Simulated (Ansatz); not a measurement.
Mulliken charges of H₅N₂OSi, SMILES `[NH][SiH](N)O` radical from PBE/def2-TZVPP in Ansatz (PBE0-D4/def2-TZVP geometry).

```json
{"atom": "N1", "x (Å)": "-1.614", "y (Å)": "0.228", "z (Å)": "0.111", "charge (e)": "-0.348"}
{"atom": "Si2", "x (Å)": "0.115", "y (Å)": "0.415", "z (Å)": "-0.021", "charge (e)": "0.479"}
{"atom": "N3", "x (Å)": "0.592", "y (Å)": "-1.021", "z (Å)": "-0.792", "charge (e)": "-0.360"}
{"atom": "O4", "x (Å)": "0.647", "y (Å)": "0.695", "z (Å)": "1.509", "charge (e)": "-0.333"}
{"atom": "H5", "x (Å)": "-2.192", "y (Å)": "0.974", "z (Å)": "-0.276", "charge (e)": "0.155"}
{"atom": "H6", "x (Å)": "0.672", "y (Å)": "1.552", "z (Å)": "-0.788", "charge (e)": "-0.106"}
{"atom": "H7", "x (Å)": "1.452", "y (Å)": "-1.119", "z (Å)": "-1.303", "charge (e)": "0.158"}
{"atom": "H8", "x (Å)": "0.111", "y (Å)": "-1.894", "z (Å)": "-0.656", "charge (e)": "0.165"}
{"atom": "H9", "x (Å)": "0.304", "y (Å)": "0.123", "z (Å)": "2.199", "charge (e)": "0.191"}
```

Problem. By hand: the dipole of these point charges (1 e Å = 4.8032 D).

Solution. Σ q r = (0.083, -0.224, -0.119) e Å, of length 0.267 e Å = 1.28 D.

Problem. How does the dipole of the full density compare? (Estimate.)

Solution. Ansatz gave: (0.076, -0.259, -0.123) e Å, 1.42 D; the point charges give 0.90 times that, at 4° from its direction.

Point charges leave out the atoms' own dipoles, such as those of lone pairs, and Mulliken's split depends on the basis, so the close match here is no proof of good charges.
